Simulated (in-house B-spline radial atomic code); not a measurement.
Radial electron density of As³¹⁺, 1s2. Level of theory: scalar-relativistic (X2C) BLYP, spin-polarised, spherical fractional occupations, Fermi nucleus of rms radius 4.0968 fm; calculated with a radial B-spline atomic code at the basis-set limit.

One-electron X2C: radii and densities carry no picture-change correction, so inner-shell <1/r> comes out high (for 1s by about 2 % at Z = 33, 5 % at 54, 10 % at 75, 30 % at 118) and <r> low.

Columns: r (bohr), 4πr²n(r) (electrons per bohr), bar.

```
 0.00139   0.7581 #
 0.00156   0.9262 #
 0.00176    1.141 #
 0.00198    1.396 ##
 0.00222    1.695 ##
  0.0025    2.071 ###
 0.00282    2.532 ###
 0.00317     3.07 ####
 0.00357    3.724 #####
 0.00401    4.485 ######
 0.00452    5.414 #######
 0.00509      6.5 ########
 0.00572    7.746 ##########
 0.00644    9.211 ###########
 0.00725    10.89 #############
 0.00816    12.79 ################
 0.00918    14.91 ##################
  0.0103    17.19 #####################
  0.0116    19.73 ########################
  0.0131    22.48 ############################
  0.0147    25.15 ###############################
  0.0166    27.93 ##################################
  0.0187    30.49 ######################################
   0.021    32.68 ########################################
  0.0236    34.41 ##########################################
  0.0266    35.51 ############################################
  0.0299    35.76 ############################################
  0.0337    35.06 ###########################################
  0.0379    33.37 #########################################
  0.0427    30.66 ######################################
   0.048    27.16 #################################
   0.054    23.04 ############################
  0.0608     18.6 #######################
  0.0684    14.23 ##################
   0.077    10.23 #############
  0.0867    6.851 ########
  0.0976    4.247 #####
    0.11    2.395 ###
   0.124     1.22 ##
   0.139   0.5763 #
   0.157   0.2279
```

On this grid the curve has 1 maximum, near 0.0299 bohr.

The 1s down radial function P(r) = rR(r), positive near the nucleus:

| r (bohr) | P |
| --- | --- |
| 0.000606 | 0.2958 |
| 0.000768 | 0.3653 |
| 0.000972 | 0.45 |
| 0.00123 | 0.5534 |
| 0.00156 | 0.6805 |
| 0.00198 | 0.8354 |
| 0.0025 | 1.018 |
| 0.00317 | 1.239 |
| 0.00401 | 1.498 |
| 0.00509 | 1.803 |
| 0.00644 | 2.146 |
| 0.00816 | 2.529 |
| 0.0103 | 2.932 |
| 0.0131 | 3.352 |
| 0.0166 | 3.737 |
| 0.021 | 4.042 |
| 0.0266 | 4.213 |
| 0.0337 | 4.187 |
| 0.0427 | 3.915 |
| 0.054 | 3.394 |
| 0.0684 | 2.668 |
| 0.0867 | 1.851 |
| 0.11 | 1.094 |
| 0.139 | 0.5368 |
